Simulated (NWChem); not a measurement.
System: CH₅ClFNSi; SMILES C[Si@@](N)(F)Cl

```xyz
10

C      1.6225     1.0862     0.4583
Si     0.0007     0.2977     0.0503
N     -1.2339     0.7571     1.1292
F     -0.3390     0.6615    -1.4996
Cl     0.1053    -1.7616     0.0951
H      1.9614     0.7894     1.4614
H      1.5380     2.1843     0.4293
H      2.3876     0.7887    -0.2739
H     -2.0992     0.2330     1.1866
H     -1.3583     1.7256     1.4001
```
Atoms are numbered in this order, from 1.

Results from NWChem. Pople sets run with spherical d functions. Geometry: optimised at PBE0/def2-SVP. Level: B3LYP/6-31G* with SMD (1 M gas to 1 M solution), gas-phase geometry. Reactions with the solvent are ignored.

### Question
Predict the results for solvent acetonitrile. Quantities: solvation free energy (kcal/mol); cavity-dispersion-structure term (kcal/mol); dipole in solution (D).

### Answer
```yaml
solvation free energy (kcal/mol): -6.6
cavity-dispersion-structure term (kcal/mol): 0.6
dipole in solution (D): 3.68
```
